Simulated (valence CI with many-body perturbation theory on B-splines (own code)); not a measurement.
Pm³⁰⁺ in three bases

Computed by configuration interaction combined with many-body perturbation theory (CI+MBPT): three valence electrons over a frozen Dirac-Fock core [Ar] 3d10, a basis of 9 s, 9 p, 8 d, 6 f, 3 g, 1 h functions for each j, with the one-electron correlation potential Σ1 (screened to all orders), the two-electron term Σ2, the three-electron term Σ3, Breit, model QED; selected single and double excitations, second order for the rest, scaled by the run's own slope (own B-spline code, finite nucleus).

The last digits are not significant, and no measured levels were compared; by estimate large intervals hold to a few tenths of a per cent, small ones and those within an open d or f shell to about a per cent.

The reference run has the lowest level (4s^2 4p1/2) J=1/2 and an ionisation energy of 1159.57 eV. Its largest variational space holds 8669 state functions.

Levels are named by their leading jj configuration (3d3/2^4 stands for four electrons in 3d with j = 3/2), which in mixed levels can hold well under half, so a name can repeat and another be missing. Letters in brackets count levels of one name in rising energy.

Changed runs:
A. basis 6 s, 6 p, 5 d, 3 f, 1 g
B. basis 5 s, 5 p, 4 d, 2 f

Excitation energies of the reference run in cm⁻¹, and shifts in cm⁻¹:

| Level | Reference | A | B |
| --- | --- | --- | --- |
| (4s^2 4p3/2) J=3/2 | 277824 | -20 | -32 |
| (4s 4p1/2^2) J=1/2 | 525895 | -50 | -152 |
| (4s 4p1/2 4p3/2) J=3/2 [a] | 735937 | -160 | -573 |
| (4s 4p1/2 4p3/2) J=5/2 | 782644 | -64 | -171 |
| (4s 4p1/2 4p3/2) J=3/2 [b] | 853543 | +42 | +290 |
| (4s 4p1/2 4p3/2) J=1/2 | 879873 | +83 | +457 |
| (4s 4p3/2^2) J=5/2 | 1038950 | -102 | -290 |
| (4s 4p3/2^2) J=3/2 | 1153180 | +61 | +399 |
| (4s 4p3/2^2) J=1/2 | 1158230 | +128 | +724 |
| (4s^2 4d3/2) J=3/2 | 1230490 | +225 | +1251 |
| (4s^2 4d5/2) J=5/2 | 1272970 | +200 | +1161 |
| (4p1/2^2 4p3/2) J=3/2 | 1395930 | -18 | +12 |
| Ionisation energy (eV) | 1159.57 | -0.02 | -0.08 |
